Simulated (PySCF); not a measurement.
C₃H₃F₃, SMILES F[C@H]1[C@@H]([C@@H]1F)F. Atoms are numbered in the order given.

```xyz
9

F     -1.2002     0.2033     1.4082
C     -0.2143    -0.4375     0.7525
C     -0.2143    -0.4375    -0.7525
F     -1.2002     0.2033    -1.4082
C      0.7708     0.3899     0.0000
F      2.0776     0.0529     0.0000
H      0.1379    -1.3466     1.2536
H      0.1379    -1.3466    -1.2536
H      0.5756     1.4691     0.0000
```
Charge 0, spin multiplicity 1.

The structure is a stationary point at PBE0-D3(BJ)/def2-SVP. The structure was generated by enumeration; whether it is a known compound was not checked.

The numbers are results of PySCF with M06-2X/def2-TZVP, not measurements.

Atomic charges (e):

```csv
atom,Löwdin,IAO
F1,0.16,-0.29
C2,-0.30,0.13
C3,-0.30,0.13
F4,0.16,-0.29
C5,-0.31,0.13
F6,0.15,-0.30
H7,0.15,0.16
H8,0.15,0.16
H9,0.15,0.17
```

Task: Give the Mayer and Wiberg (Löwdin basis) orders of the bonds. (Estimate from the structure and the level; the computed values follow.)

Result: 
```csv
bond,Mayer,Wiberg
F1–C2,1.01,1.72
C2–C3,0.91,1.20
C3–F4,1.01,1.72
C2–C5,0.95,1.23
C3–C5,0.95,1.23
C5–F6,0.99,1.71
C2–H7,0.97,0.84
C3–H8,0.97,0.84
C5–H9,0.97,0.83
```
